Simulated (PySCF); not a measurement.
System: CH₈FOSi₂ (charge +1, singlet). It need not be the lowest isomer of its formula. SMILES: [SiH3][OH+][Si@@H](C)F
Coordinates optimised at B3LYP-D3(BJ)/def2-TZVP (Ansatz):
```xyz
13

Si    -0.7543    -0.7396     0.1726
C     -2.0769     0.5005    -0.0219
F     -0.7571    -1.8875    -0.9138
O      0.7972     0.0277    -0.3215
Si     1.7264     1.3409     0.4588
H     -0.4534    -1.2583     1.5068
H     -2.1328     0.8723    -1.0465
H     -3.0381     0.0424     0.2274
H     -1.9318     1.3438     0.6574
H      0.8698     1.5934     1.6231
H      3.0280     0.7357     0.7570
H      1.7496     2.4154    -0.5384
H      1.1963    -0.4000    -1.0988
```
Charge +1, spin multiplicity 1.

Dispersion corrections to the total energy (kcal/mol) from the dftd3 and dftd4 libraries through PySCF: D3(BJ) without and D4 with the three-body term, each with the damping fitted for the functional named.

```tsv
functional	D3(BJ)	D4
PBE0	-5.73	(withheld)
B3LYP	-11.42	-9.14
revPBE	-15.64	-16.66
CAM-B3LYP	(withheld)	-4.93
HF	-47.97	-19.35
PW6B95	-3.61	(withheld)
PBE	-6.43	-5.68
```

Task: Complete the blanks.

Result: 
- PBE0, D4: -4.83
- CAM-B3LYP, D3(BJ): -5.42
- PW6B95, D4: -4.76
